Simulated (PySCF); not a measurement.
Radial density of Be²⁺ (beryllium, charge +2)

M06-2X, 1s2, closed-shell 1S. Calculation: PySCF 2.14, in def2-QZVPPD; the non-relativistic Hamiltonian (point nucleus).

| r (bohr) | 4πr²ρ (e/bohr) |
| --- | --- |
| 0.00744 | 0.02299 |
| 0.0125 | 0.06245 |
| 0.0211 | 0.1648 |
| 0.0354 | 0.4151 |
| 0.0596 | 0.9662 |
| 0.100 | 1.976 |
| 0.169 | 3.270 |
| 0.283 | 3.852 |
| 0.477 | 2.639 |
| 0.802 | 0.7503 |
| 1.35 | 0.04942 |
| 2.27 | 0.0002982 |
